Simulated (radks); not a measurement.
Removal energies from the scandium ion Sc5+, [Ne] 3s2 3p4, by Delta-SCF beside the eigenvalue of the level emptied. All-electron calculation, scalar-relativistic Kohn-Sham, r2SCAN, spin-polarised, spherical densities, finite nucleus; meta-GGA in the generalised Kohn-Sham scheme; Fermi nuclear charge, rms radius of each element as measured or else 0.836 A^(1/3) + 0.57 fm. Program: a radial shooting solver on a logarithmic mesh with Libxc functionals. Open shells are filled with parallel spins first.

| removed from | final configuration | Delta-SCF (eV) | -eigenvalue (eV) |
|---|---|---|---|
| 3p | [Ne] 3s2 3p3 | 110.15 | 101.08 |
| 3s | [Ne] 3s1 3p4 | 133.91 | 124.77 |
| 2p | [He] 2s2 2p5 3s2 3p4 | 501.71 | 473.51 |
| 2s | [He] 2s1 2p6 3s2 3p4 | 586.73 | 562.05 |
